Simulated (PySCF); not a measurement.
PbCl, SMILES [Pb][Cl] (connectivity only; charge and spin as stated), neutral, multiplicity 2.

Geometry: B3LYP-D3(BJ)/def2-TZVP. The spin state was assumed, not searched. The def2 effective core potentials stand for the cores of Pb; spin–orbit coupling is left out.

Two levels are set side by side: PBE/def2-TZVPD (PySCF) and ωB97X/def2-TZVPD (PySCF). Same geometry, gas phase. Differences are taken from unrounded values.

```csv
quantity,PBE
α-spin orbital gap (eV),0.08
β-spin orbital gap (eV),3.59
dipole moment (D),3.43
```

Question: These are the PBE values. What does ωB97X give? (The exact figures need the calculation; the answer reports its results.)

Answer: 
| quantity | ωB97X | PBE minus ωB97X |
|---|---|---|
| α-spin orbital gap (eV) | 5.61 | -5.53 |
| β-spin orbital gap (eV) | 9.61 | -6.01 |
| dipole moment (D) | 3.97 | -0.53 |

Rough cost on one machine, each run with all the roots and properties that it gave: ωB97X against PBE within a factor of 2.
